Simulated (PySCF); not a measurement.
Input of a run (PBE0-D3(BJ)/def2-SVP geometry optimisation, gas phase (PySCF 2.14.0)), started from GFN2-xTB:
```
{"job": {"xc": "PBE0", "basis": "def2-SVP", "d3": "d3bj", "grid": 1, "shake": 0.01, "kind": "geom"}, "charge": 0, "multiplicity": 1}
C     -1.720010    -0.984650    -0.200250
N     -0.601770    -0.139450    -0.521180
C     -0.927890     1.272940    -0.471930
Ge     1.108990    -0.732910    -0.077820
P      2.563170     0.807830    -0.895260
H     -2.112010    -0.794270     0.815520
H     -2.546270    -0.738040    -0.897950
H     -1.449720    -2.001710    -0.319430
H     -1.251710     1.602410     0.548740
H     -1.700630     1.503190    -1.173500
H     -0.027990     1.846940    -0.722780
H      1.238690    -1.079920     1.425620
H      1.117000    -2.070850    -0.777000
H      3.643940     0.018980    -0.576930
H      2.650860     1.472130     0.331240
```

Output (energies in Eh, forces in Eh/bohr):
```
step   0  E = -2554.30964645  max force = 0.036335
step   1  E = -2554.31732241  max force = 0.009353
step   2  E = -2554.31774548  max force = 0.001319
step   3  E = -2554.31778751  max force = 0.000568
step   4  E = -2554.31781313  max force = 0.000956
step   5  E = -2554.31783529  max force = 0.000777
step   6  E = -2554.31784998  max force = 0.000757
step   7  E = -2554.31785910  max force = 0.000470
step   8  E = -2554.31786365  max force = 0.000517
step   9  E = -2554.31786635  max force = 0.000281
optimisation converged
```

Summarise the run.

The energy falls by 21.6 kJ/mol over 10 energy and gradient evaluations, the largest force component goes from 0.0363 to 2.8e-04 Eh/bohr, and the atoms move by 0.093 Å rms after alignment. Among the bonds, Ge4–P5 and P5–H14 change most and about equally (+0.053 to +0.054 Å). Bonds longer at the end by more than 0.005 Å: 9 of 14; shorter: 3. Among the angles that change most is N2–Ge4–H13, from 100.2° to 106.9°. The energy never rose by more than 1e-6 Eh on the way. The first step brought 93 % of the lowering.

What are the final bond lengths?

C1–N2 1.440 Å, N2–C3 1.439 Å, N2–Ge4 1.841 Å, Ge4–P5 2.324 Å, C1–H6 1.112 Å, C1–H7 1.106 Å, C1–H8 1.102 Å, C3–H9 1.112 Å, C3–H10 1.106 Å, C3–H11 1.102 Å, Ge4–H12 1.554 Å, Ge4–H13 1.541 Å, P5–H14 1.430 Å, P5–H15 1.429 Å. Numbering counts from 1 in the input's order; the species is `[N](C)([GeH2][PH2])C`.

The run used 142 basis functions and 61 SCF cycles in all. Time: 75 s of wall time; peak memory 0.56 GiB. Hardware: one thread, Arm Neoverse V2 (aarch64), shared host with 96 logical CPUs at a one-minute load of 30.

Whether it is a minimum is left open (no frequencies). The numbers are those of one conformer.

The values belong to the conformer `[CH3:1][N:2]([CH3:3])[GeH2:4][PH2:5]`: C1–N2–Ge4–P5 174°, H–P5–Ge4–N2 -169°, H–P5–Ge4–N2 98°.
